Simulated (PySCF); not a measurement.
The multiplicity is imposed and other spin states were not computed.

Cartesian coordinates (Å):
```xyz
4

Pt     0.4454    -0.0662     0.2536
F      1.2775    -0.8214    -1.2551
F     -1.2369    -0.0048    -0.6187
F     -0.2508     0.6939     1.8268
```
Charge 0, spin multiplicity 2.

**Question.** What is the computed spin population on the central atom (Mulliken), dipole moment, highest occupied spin orbital, charge on the central atom (Mulliken) and total energy (TPSSh-D3(BJ)/def2-TZVP // TPSS-D3(BJ)/def2-SVP (PySCF))?

**Answer.** 
The spin population on the central atom (Mulliken) comes out as 0.68 and the dipole moment is 2.72 D. The highest occupied spin orbital comes out as -8.24 eV, the charge on the central atom (Mulliken) is 1.02 e and the total energy comes out as -11399.08 eV.
